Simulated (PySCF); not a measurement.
## [Tl(NH3)3]3+ at several levels of theory

Computed with PySCF 2.14.0 (density fitting, no spin-orbit coupling) at the geometry relaxed with PBE0:

```xyz
13
[Tl(NH3)3]3+ (singlet)
Tl    0.0000    0.0000    0.0000
N     2.2631    0.0015    0.0000
H     2.6470   -0.4806    0.8343
H     2.6470   -0.4806   -0.8343
H     2.6524    0.9618    0.0000
N    -1.1329    1.9591    0.0000
H    -0.9073    2.5327    0.8343
H    -0.9073    2.5327   -0.8343
H    -2.1591    1.8161    0.0000
N    -1.1302   -1.9607    0.0000
H    -1.7397   -2.0521    0.8343
H    -1.7397   -2.0521   -0.8343
H    -0.4932   -2.7779    0.0000
```

| level | basis | state | HOMO (eV) | gap (eV) | charge on Tl1 (e) | dipole about the centre of mass (D) | largest force component (eV/Å) |
| --- | --- | --- | --- | --- | --- | --- | --- |
| PBE0 | Tl def2-SVP with ECP60, N def2-SVP, H def2-SVP | singlet | -25.42 | 6.69 | 1.12 | 0.00 | 0.00 |
| wB97X | the same | singlet | -27.76 | 11.17 | 1.13 | 0.00 | 0.27 |
| M06-L | the same | singlet | -24.34 | 4.88 | 1.21 | 0.00 | 0.34 |

Charges are Mulliken's, which hang on the basis. The relaxation used the grid (50, 194), these runs (75, 302) or, all-electron (x2c bases, spin-free X2C Hamiltonian), (99, 590).

**Question.** What does PBE0 with Tl def2-TZVP with ECP60, N def2-TZVP, H def2-TZVP give here?

**Answer.** state singlet, HOMO (eV) -25.29, gap (eV) 6.62, charge on Tl1 (e) 1.25, dipole about the centre of mass (D) 0.00, largest force component (eV/Å) 0.30. Time: 16 s on 2 threads of Arm Neoverse V2 (shared host), from free ions and atoms.

In the first row's basis the gap widens with exact exchange: 4.9 eV for M06-L (none); 6.7 eV for PBE0 (a fixed share); 11.2 eV for wB97X (rising or full at long range).

A frequency check found unstable modes (3, the lowest at -44 cm⁻¹), so the relaxed geometry is probably a saddle point.
